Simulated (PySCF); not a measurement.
H5Si2, doublet, geometry from GFN2-xTB.

Here is a job for PySCF.
```python
from pyscf import gto, scf, dft

mol = gto.M(
    atom='''
Si   -0.006946    0.011026    1.175022
Si    0.005770    0.036761   -1.095389
H    -1.168779   -0.491957    1.911681
H     1.160872   -0.457016    1.925124
H     0.029161   -1.241944   -1.825373
H    -1.190263    0.743133   -1.570000
H     1.185476    0.778766   -1.556291
''',
    basis='aug-pcseg-1',
    charge=0,
    spin=1,
    verbose=4,
)

mf = dft.UKS(mol)
mf.xc = 'b3lyp'
mf = mf.density_fit(auxbasis='def2-universal-jkfit')
mf.kernel()
```

Problem. What is the computed HOMO energy (PySCF with DF-B3LYP/aug-pcseg-1)?

Solution. -5.83 eV

Problem. Predict the dipole moment from DF-B3LYP/aug-pcseg-1.

Solution. 0.13 D

Problem. What total energy does DF-B3LYP/aug-pcseg-1 give?

Solution. -581.950952 Ha

Problem. Estimate the number of basis functions that DF-B3LYP/aug-pcseg-1 returns for this input.

Solution. 99

These values belong to the state on which the SCF converged, which isn't shown to be the lowest.

Problem. Roughly what does it cost on one core?

Solution. very roughly 10 core-seconds.
